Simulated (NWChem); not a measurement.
System meant: MoHF5; SMILES [F][MoH]([F])([F])([F])[F]

The following NWChem deck was run.

```
start job
memory heap 200 mb stack 900 mb global 1100 mb
geometry units angstroms noautoz
  Mo     0.000000     0.000000     0.046068
  F      0.000000     0.000000    -1.834222
  F      1.772585    -0.308771     0.248116
  F     -0.308771    -1.772585     0.248116
  F      0.308771     1.772585     0.248116
  F     -1.772585     0.308771     0.248116
  H      0.000000     0.000000     1.747397
end
basis spherical
  Mo library def2-svp
  F library def2-svp
  H library def2-svp
end
ecp
  Mo library def2-ecp
end
dft
  xc b3lyp
  iterations 150
end
tddft
  cis
  nroots 4
  notriplet
end
task tddft energy
```

End of the output:

```
 Vector   33  Occ=0.000000D+00  E=-2.047392D-01  Symmetry=b2
              MO Center=  6.3D-18,  2.7D-17,  1.4D-01, r^2= 1.6D+00
   Bfn.  Coefficient  Atom+Function         Bfn.  Coefficient  Atom+Function
  ----- ------------  ---------------      ----- ------------  ---------------
    15      0.924571  1 Mo d -2              50      0.204063  3 F  py
    63     -0.204063  4 F  px                77      0.204063  5 F  px
    92     -0.204063  6 F  py                53     -0.148133  3 F  py
    66      0.148133  4 F  px                80     -0.148133  5 F  px
    95      0.148133  6 F  py

 center of mass
 --------------
 x =   0.00000000 y =   0.00000000 z =  -0.01112280

 moments of inertia (a.u.)
 ------------------
         694.230724165788           0.000000000000           0.000000000000
           0.000000000000         694.230724165788          -0.000000000000
           0.000000000000          -0.000000000000         878.558460131749

     Multipole analysis of the density
     ---------------------------------

     L   x y z        total         alpha         beta         nuclear
     -   - - -        -----         -----         ----         -------
     0   0 0 0      0.000000    -30.000000    -30.000000     60.000000

     1   1 0 0     -0.000000     -0.000000     -0.000000      0.000000
     1   0 1 0     -0.000000     -0.000000     -0.000000      0.000000
     1   0 0 1      0.048491      2.413584      2.413584     -4.778676

     2   2 0 0    -37.214181   -122.655670   -122.655670    208.097159
     2   1 1 0     -0.000000     -0.000000     -0.000000     -0.000000
     2   1 0 1     -0.000000     -0.000000     -0.000000      0.000000
     2   0 2 0    -37.214181   -122.655670   -122.655670    208.097159
     2   0 1 1     -0.000000     -0.000000     -0.000000      0.000000
     2   0 0 2    -37.300968    -81.568045    -81.568045    125.835121

 ------------------------------------------------------------------------
 tddft_init: non-Abelian symmetry not permitted                   0
 ------------------------------------------------------------------------
 ------------------------------------------------------------------------
  current input line :
    29: task tddft energy
 ------------------------------------------------------------------------
 ------------------------------------------------------------------------
 There is an error related to the specified geometry
 ------------------------------------------------------------------------
 For more information see the NWChem manual at https://nwchemgit.github.io

0:tddft_init: non-Abelian symmetry not permitted:Received an Error in Communication
```

Q: Find the fault in this run and fix the input.

A: The program stopped with an error. Cause: the TDDFT module takes Abelian point groups alone, and the geometry was found to have a non-Abelian one. This input runs:
```
start job
memory heap 200 mb stack 900 mb global 1100 mb
geometry units angstroms noautosym nocenter noautoz
  Mo     0.000000     0.000000     0.046068
  F      0.000000     0.000000    -1.834222
  F      1.772585    -0.308771     0.248116
  F     -0.308771    -1.772585     0.248116
  F      0.308771     1.772585     0.248116
  F     -1.772585     0.308771     0.248116
  H      0.000000     0.000000     1.747397
end
basis spherical
  * library def2-svp
end
ecp
  Mo library def2-ecp
end
dft
  xc b3lyp
  iterations 150
end
tddft
  cis
  nroots 4
  notriplet
end
task tddft energy
```
It converges to -567.76717 Ha (B3LYP/def2-SVP with def2 effective core potentials on Mo, TDA).
